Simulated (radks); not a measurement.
Q: All-electron atom: Zn27+ in [He] 2s1. Method: Dirac Kohn-Sham, PBE, spin-unpolarised, spherical densities, finite nucleus; Fermi nuclear charge, rms radius 3.9283 fm; computed with a radial shooting solver on a logarithmic mesh with Libxc functionals. Some entries of the table are withheld. Estimate them.

orbital  occ.  eigenvalue (hartree)  r(max) (bohr)  <1/r> (bohr^-1)
1s1/2       2             -423.6066        0.03282              (1)
2s1/2       1             -100.2542         0.1780            7.365
2p1/2       0                   (2)         0.1378            7.302
2p3/2       0                   (3)         0.1402            7.133
3s1/2       0             -43.28635         0.4532            3.211
3d3/2       0             -41.94335         0.3220            3.112
3d5/2       0             -41.84294         0.3232            3.097

A: 
(1) 1s1/2 <1/r> (bohr^-1): 30.38
(2) 2p1/2 eigenvalue (hartree): -98.18537
(3) 2p3/2 eigenvalue (hartree): -97.02635
